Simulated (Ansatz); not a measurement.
The cluster Be4Se5: single points at one geometry.

```yaml
crystal:
  periodic: [false, false, false]
  atoms:
    - {symbol: Be, position_ang: [0.958974, 1.427517, -0.168500]}
    - {symbol: Be, position_ang: [-0.637663, 0.501290, 1.276411]}
    - {symbol: Be, position_ang: [-0.927465, 0.413458, -1.120929]}
    - {symbol: Be, position_ang: [1.015257, -1.065065, -0.083210]}
    - {symbol: Se, position_ang: [-1.079087, 2.243438, 0.048317]}
    - {symbol: Se, position_ang: [1.476902, 0.294985, 1.612489]}
    - {symbol: Se, position_ang: [-1.741343, -1.122624, 0.251601]}
    - {symbol: Se, position_ang: [1.047873, 0.164548, -1.934581]}
    - {symbol: Se, position_ang: [-0.113458, -2.857546, 0.118403]}
basis:
  gaussian: {orbitals: def2-TZVP, initial_orbitals: start.molden}
hamiltonian: {xc: pbe, dispersion: d4}
scf: {omitted_lower_state_checks: [starts]}
output: {orbitals: {seedname: orbitals}}
```

The file start.molden holds the orbitals of an earlier run on this structure, at another level or in another basis.

```sh
$ ansatz run in.yaml --threads 2 --pin off --events-out ev --progress --plain --max-ram 32768MiB --backend cuda --devices 0, --max-vram 18GiB
```

Output, abridged:

```
Functional definition: PBE
2499 factors; their error is unknown
mean field evaluation 1: about -328312.3815 eV, gradient 1.8e1 eV
mean field evaluation 2: about -328312.5996 eV, gradient 3.1e-1 eV
mean field evaluation 4: about -328312.4490 eV, gradient 2.0e-1 eV
mean field -328312.44903603 eV, -12065.2599639032 hartree, gradient 5.0e-5 eV, S^2 0.000000; 0 other end points of the search recorded, 0 dependent functions left out
reference -328312.44908962 eV, -12065.2599658729 hartree; 93, 93 occupied and 223, 223 virtual orbitals, 2499 factors
Total energy: -328313.17959678 eV, -12065.2868115159 hartree
Checks for a lower state left out: starts
```

Run time 13 s (2 threads of AMD EPYC 7R13 on a shared host and a share (18 GiB) of an NVIDIA H100 80GB HBM3), peak host memory 0.87 GiB.

As the first input, with `gaussian: {orbitals: def2-TZVPD, initial_orbitals: start.molden}`, `hamiltonian: {xc: pbe0, dispersion: d4}` (abridged; 14 s):

```
Functional definition: PBE0
mean field -328323.72268881 eV, -12065.6742630014 hartree, gradient 2.4e-5 eV, S^2 0.000000
Total energy: -328324.35893876 eV, -12065.6976447559 hartree
Checks for a lower state left out: starts
```

First input, but with `gaussian: {orbitals: def2-TZVPD, initial_orbitals: start.molden}` (abridged; 10 s):

```
Functional definition: PBE
mean field -328312.50879074 eV, -12065.2621598483 hartree, gradient 2.9e-5 eV, S^2 0.000000
Total energy: -328313.23936599 eV, -12065.2890079936 hartree
Checks for a lower state left out: starts
```

First input, but with `hamiltonian: {xc: {name: BHLYP}, dispersion: d4}` (abridged; 11 s):

```
Functional definition: BHLYP
mean field -328362.04698442 eV, -12067.0826548879 hartree, gradient 5.6e-5 eV, S^2 0.000000
Total energy: -328363.21791630 eV, -12067.1256858410 hartree
Checks for a lower state left out: starts
```

As the first input, with `gaussian: {orbitals: def2-TZVPD, initial_orbitals: start.molden}`, `hamiltonian: {xc: {name: BLYP}, dispersion: d4}` (abridged; 11 s):

```
Functional definition: BLYP
mean field -328367.96544621 eV, -12067.3001543471 hartree, gradient 2.2e-5 eV, S^2 0.000000
Total energy: -328369.50628480 eV, -12067.3567791208 hartree
Checks for a lower state left out: starts
```

As the first input, with `correlation: {method: mp2}` and without the key `hamiltonian` (abridged; 8.5 s):

```
Functional definition: HF
mean field -328119.56258115 eV, -12058.1715174295 hartree, gradient 3.1e-6 eV, S^2 0.000000
45 core orbitals not correlated: weight in the atoms' cores, before any rotation towards them, 1.000 or more for the frozen orbitals, at most 0.000 for the correlated occupied ones
second order -44.38156710 eV of doubles, -0.00000000 eV of singles
Total energy: -328163.94414825 eV, -12059.8025099376 hartree
Checks for a lower state left out: starts
```

The first input with `hamiltonian: {xc: {name: wB97M-V}}` (abridged; 17 s):

```
Functional definition: wB97M-V
mean field -328346.37016134 eV, -12066.5065422659 hartree, gradient 2.0e-5 eV, S^2 0.000000
Total energy: -328346.37022594 eV, -12066.5065446398 hartree
Checks for a lower state left out: starts
```

Geometry: PBE0-D4/def2-SVP.

Correlated methods freeze 45 core orbitals; core or outer-core shells of Se are correlated, in sets that lack core-valence functions. The structure comes from a short search, and lower isomers may exist.
